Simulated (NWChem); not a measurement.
C₃H₅F; SMILES C/C=C\F

Program: NWChem. The level has its own optimisation; frequencies are unscaled. Brackets give each atom's bonded neighbours.

Q: Predict the results for PBE-D3(BJ)/def2-SVP. Quantities: r C–C [C(CCH)–C(CHHH)] (Å); r C–C [C(CCH)–C(CFH)] (Å); r C–H [C(CCH)–H(C)] (Å); r C–F (Å); highest harmonic frequency (cm⁻¹); lowest (cm⁻¹); zero-point energy (kcal/mol); dipole (D).

A: 
```json
{
  "r C–C [C(CCH)–C(CHHH)] (Å)": "1.498",
  "r C–C [C(CCH)–C(CFH)] (Å)": "1.342",
  "r C–H [C(CCH)–H(C)] (Å)": "1.102",
  "r C–F (Å)": "1.349",
  "highest harmonic frequency (cm⁻¹)": "3131",
  "lowest (cm⁻¹)": "148",
  "zero-point energy (kcal/mol)": "44.2",
  "dipole (D)": "1.17"
}
```
